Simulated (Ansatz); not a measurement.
In₆Sb₄Br₆, relaxed as a singlet with RKS PBE-D4/def2-SVP in Ansatz, starting from the GFN1-xTB geometry. Force threshold 0.03 eV/Å.

In the def2 sets In, Sb take a core potential; there is no spin–orbit coupling. Single mean-field runs in def2-SVP are fitted with def2-universal-jkfit. Another isomer (singlet) lies 0.52 eV lower at PBE0-D4/def2-TZVP; other spin states weren't run for this one.

Start:

Cartesian coordinates in Å:
```
In 2.111 2.957 1.018
In -1.486 0.046 -2.954
In -0.082 -1.934 2.302
In -2.138 -0.575 -0.040
In 2.287 -1.190 -2.327
In -2.103 2.487 0.525
Sb 0.578 0.984 -0.819
Sb 2.491 -0.266 0.661
Sb 0.243 0.814 1.930
Sb 1.684 -2.931 0.351
Br 0.261 -2.613 4.791
Br -1.923 2.783 -2.265
Br -0.153 4.552 0.817
Br 1.018 0.347 -4.347
Br -2.611 -2.810 1.792
Br -0.178 -2.649 -1.436
```

Problem. Estimate the energy that the relaxation releases and the steps that it takes.

Solution. 32.7 kcal/mol, in 9 steps; 51 s on 2 threads of AMD EPYC 7R13 on a shared host and a share (18 GiB) of an NVIDIA H100 80GB HBM3. The force fell under the threshold at step 8, but the optimiser went on. No frequencies were taken in this run, so the end may be a saddle point.

Problem. Does the start keep its bonding and symmetry?

Solution. Bonds lost: In1–Sb8, In5–Sb10, In6–Sb9 (atoms count from 1).

Problem. Predict the relaxed structure.

Solution. 
| atom | x (Å) | y (Å) | z (Å) |
| --- | --- | --- | --- |
| In1 | 1.994 | 3.395 | 0.985 |
| In2 | -1.458 | 0.005 | -3.200 |
| In3 | -0.125 | -2.112 | 2.408 |
| In4 | -2.323 | -0.483 | -0.089 |
| In5 | 2.464 | -1.420 | -2.707 |
| In6 | -2.326 | 2.885 | 0.717 |
| Sb7 | 0.716 | 1.009 | -0.849 |
| Sb8 | 2.665 | -0.486 | 0.680 |
| Sb9 | 0.367 | 0.726 | 2.038 |
| Sb10 | 1.654 | -3.232 | 0.466 |
| Br11 | 0.342 | -2.662 | 4.844 |
| Br12 | -1.874 | 2.751 | -2.150 |
| Br13 | -0.411 | 4.934 | 0.993 |
| Br14 | 1.136 | 0.329 | -4.523 |
| Br15 | -2.656 | -2.736 | 1.842 |
| Br16 | -0.164 | -2.902 | -1.453 |
Bond lengths (bridged metal pairs left out): 9 × Br–In 2.54 to 2.99 Å; 5 × In–Sb 2.86 to 3.36 Å; 4 × Sb–Sb 2.89 to 2.93 Å; 1 × In–In 3.27 Å; 1 × Br–Sb 2.66 Å.
